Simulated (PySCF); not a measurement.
Species: C4H3F5O2.
SMILES: `COC(OC(F)(F)F)=C(F)F`

Method used: PySCF, TDDFT CAM-B3LYP/def2-SVPD, vertical, gas phase, core orbitals frozen in the response. Isolated species at its PBE0-D3(BJ)/def2-SVP geometry (one conformer only). Torsions of this conformer, `[CH3:1][O:2][C:3]([O:4][C:5]([F:6])([F:7])[F:8])=[C:9]([F:10])[F:11]`: C1–O2–C3–O4 115°, O2–C3–O4–C5 -85°, C3–O4–C5–F6 -178°.

Orbital energies (eV): HOMO-3 -12.63, HOMO-2 -12.13, HOMO-1 -10.87, HOMO -8.95, LUMO 0.87, LUMO+1 1.33, LUMO+2 1.72.

Lowest singlets, with some entries withheld (?).

| state | E (eV) | f | main configurations (H = HOMO, L = LUMO) |
| --- | --- | --- | --- |
| S1 | 6.80 | ? | H→L (77%), H→L+1 (11%) |
| S2 | 7.39 | ? | H→L+1 (74%), H→L (12%) |
| S3 | 7.61 | ? | H→L+2 (29%), H→L+5 (16%), H→L+4 (14%) |
| S4 | 8.02 | ? | H→L+4 (55%), H→L+2 (29%) |
| S5 | 8.18 | ? | H-1→L+1 (45%), H-1→L (28%), H→L+3 (11%) |
| S6 | 8.23 | ? | H→L+3 (63%), H-1→L (13%) |

(1) What stands in place of each question mark?

(2) How far apart are S3 and S4, in eV and cm⁻¹?

(3) What is the mean static polarisability from the same response equations?

(4) Which level carries the most intensity, and what share of the listed sum of f?

Answers

(1) 
- S1: f = 0.028
- S2: f = 0.286
- S3: f = 0.0042
- S4: f = 0.0030
- S5: f = 0.028
- S6: f = 0.032

(2) 8.024 − 7.614 = 0.410 eV, or about 3310 cm⁻¹.

(3) 61.6 au (9.13 Å³), with principal values 48.9, 65.5 and 70.4 au.

(4) S2, with f = 0.286 of 0.382, 75%.
